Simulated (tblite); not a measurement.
Compound: C5H12O2P (charge -1).
SMILES: `CC(C)(C)[P@@](C)(=O)[O-]`

Method: GFN2-xTB as coded in tblite; computed harmonic values from a numerical Hessian at the method's own geometry, unscaled. Against measured fundamentals such values can be off by several per cent, at times by over 20.

Harmonic wavenumbers (cm⁻¹): 53.6, 145.5, 164.3, 189.9, 195.3, 211.7, 229.8, 258.6, 279.6, 288.4, 317.0, 379.2, 413.0, 442.8, 456.5, 603.4, 691.7, 800.4, 801.5, 867.5, 956.2, 974.0, 974.3, 1024.2, 1030.3, 1086.6, 1221.8, 1226.5, 1240.1, 1255.5, 1298.3, 1388.6, 1388.8, 1411.3, 1461.7, 1478.1, 1486.3, 1498.3, 1499.9, 1506.9, 1510.3, 1517.3, 2922.2, 2933.8, 2941.5, 2989.7, 2997.6, 3003.5, 3014.0, 3014.1, 3021.2, 3021.6, 3025.3, 3026.9.

A = 2214, B = 1489, C = 1452 MHz; mass 135.057 u (most abundant isotopes); point group Cs, symmetry number 1.

Q: Zero-point energy?

A: Half the sum of the wavenumbers: 36068 cm⁻¹ = 431.47 kJ/mol.

Q: What is S at 273.15 K and 1 bar for an ideal gas of classical rigid rotors and harmonic oscillators?

A: Translation 168.22, rotation 118.56, vibration 113.76: S = 400.5 J/(mol K).

Q: And Cp and H(273.15 K) − H(0)?

A: Cp = 162.59 J/(mol K), of which vibrations give 129.33 (their classical limit is 54 R = 449.0); H(273.15 K) − H(0) = 26.87 kJ/mol without the zero-point energy, 17.78 from vibrations.

Q: What must be added to the electronic energy to get the Gibbs energy at 273.15 K and 1 bar?

A: ZPE + [H(273.15 K) − H(0)] − T·S = 431.47 + 26.87 − 109.41 = 348.93 kJ/mol.

Q: Blend soft modes into free rotors: weight 1/[1 + (100 cm⁻¹/ν̃)⁴] for the oscillator and the rest for a rotor with moment μB/(μ + B), μ = h/(8π²ν), B = 10⁻⁴⁴ kg m². What vibrational entropy results?

A: 109.50 J/(mol K) in place of 113.76, which changes −T·S at 273.15 K by +1.16 kJ/mol.

Q: Which modes carry the vibrational entropy at 273.15 K?

A: 53.6 cm⁻¹: 18.86; 145.5 cm⁻¹: 10.73; 164.3 cm⁻¹: 9.77; 189.9 cm⁻¹: 8.65; 195.3 cm⁻¹: 8.44; 211.7 cm⁻¹: 7.83 J/(mol K); the other 48 give 49.49 together.

Q: How do the functions run with temperature in this model?

A: 
```tsv
T (K)	S (J/(mol K))	Cp (J/(mol K))	H − H(0) (kJ/mol)	G − H(0) (kJ/mol)	ln q(vib)
50	237.6	48.0	1.91	-9.97	0.28
100	281.1	81.8	5.15	-22.96	1.15
298.15	415.2	172.7	31.06	-92.74	6.57
373.15	457.2	202.3	45.13	-125.47	8.70
500	522.8	247.1	73.71	-187.69	12.24
750	636.3	312.7	144.24	-332.98	18.87
1000	732.8	357.4	228.35	-504.42	24.99
```

q(vib) and H(0) count from the zero-point level.

Hindered rotation and anharmonicity are outside this model.

The values belong to the conformer `[CH3:1][C:2]([CH3:3])([CH3:4])[P@@:5]([CH3:6])(=[O:7])[O-:8]`: C1–C2–P5–C6 180°.
